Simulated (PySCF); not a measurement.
**`InChI=1S/C4H5ClO2/c1-7-3-2-4(5)6/h2-3H,1H3/b3-2-`**

Molfile (atoms numbered from 1):
```
C4H5ClO2
     RDKit          3D

 12 11  0  0  0  0  0  0  0  0999 V2000
   -2.0450    0.4031    0.6971 C   0  0  0  0  0  0  0  0  0  0  0  0
   -0.6671    0.5104    0.4044 O   0  0  0  0  0  0  0  0  0  0  0  0
    0.0231   -0.6164    0.3229 C   0  0  0  0  0  0  0  0  0  0  0  0
    1.3329   -0.7166    0.0262 C   0  0  0  0  0  0  0  0  0  0  0  0
    2.2791    0.3275   -0.2805 C   0  0  0  0  0  0  0  0  0  0  0  0
    3.4373    0.1826   -0.5280 O   0  0  0  0  0  0  0  0  0  0  0  0
    1.6034    1.9668   -0.2775 Cl  0  0  0  0  0  0  0  0  0  0  0  0
   -2.4048    1.4197    0.8413 H   0  0  0  0  0  0  0  0  0  0  0  0
   -2.5855   -0.0593   -0.1339 H   0  0  0  0  0  0  0  0  0  0  0  0
   -2.2139   -0.1783    1.6076 H   0  0  0  0  0  0  0  0  0  0  0  0
   -0.5264   -1.5352    0.5228 H   0  0  0  0  0  0  0  0  0  0  0  0
    1.7681   -1.7050    0.0073 H   0  0  0  0  0  0  0  0  0  0  0  0
  1  2  1  0
  2  3  1  0
  3  4  2  0
  4  5  1  0
  5  6  2  0
  5  7  1  0
  1  8  1  0
  1  9  1  0
  1 10  1  0
  3 11  1  0
  4 12  1  0
M  END
```

Computed with GIAO CAM-B3LYP/pcSseg-1 magnetisability, rotational g tensor and spin-rotation constants, non-relativistic, gas phase (PySCF 2.14.0). Geometry: GFN2-xTB.

(1) Give the nuclear spin-rotation constants along the inertial axes (H = +C I·J) beside the isotropic shieldings.

(2) How do the rotational constants and the g tensor change when H8, H9, H10, H11, H12 are replaced by deuterium?

Results:

(1) Rotational constants 4.3002, 1.4084, 1.0682 GHz. A star marks the isotopologue with that one atom substituted, in its own axes.
| atom | isotope | Caa (kHz) | Cbb (kHz) | Ccc (kHz) | mean (kHz) | σ (ppm) |
| --- | --- | --- | --- | --- | --- | --- |
| Cl7 | 35Cl | 2.620 | 0.176 | 0.491 | 1.096 | 477.1 |
| H8 | 1H | -0.450 | 0.073 | -0.111 | -0.163 | 27.5 |
| H9 | 1H | -0.389 | -0.127 | 0.017 | -0.166 | 27.9 |
| H10 | 1H | -0.347 | -0.081 | -0.031 | -0.153 | 28.0 |
| H11 | 1H | -0.077 | 0.024 | -0.127 | -0.060 | 25.0 |
| H12 | 1H | -0.414 | 0.111 | -0.135 | -0.146 | 26.8 |
| C1 | 13C* | 0.586 | 0.331 | 0.265 | 0.394 | 123.3 |
| O2 | 17O* | -1.285 | -0.202 | -0.045 | -0.511 | 199.3 |
| C3 | 13C* | 1.706 | 0.721 | 0.243 | 0.890 | 11.2 |
| C4 | 13C* | 1.154 | 0.565 | 0.190 | 0.636 | 76.0 |
| C5 | 13C* | 1.338 | 0.768 | 0.297 | 0.801 | 11.4 |
| O6 | 17O* | -3.708 | -0.825 | -0.130 | -1.554 | -243.6 |

For the geometry as given, no vibrational averaging.

(2) Constants 3.8813, 1.2684, 0.9678 GHz; g -0.0467, -0.0162, -0.0080, against -0.0516, -0.0173, -0.0082 before.
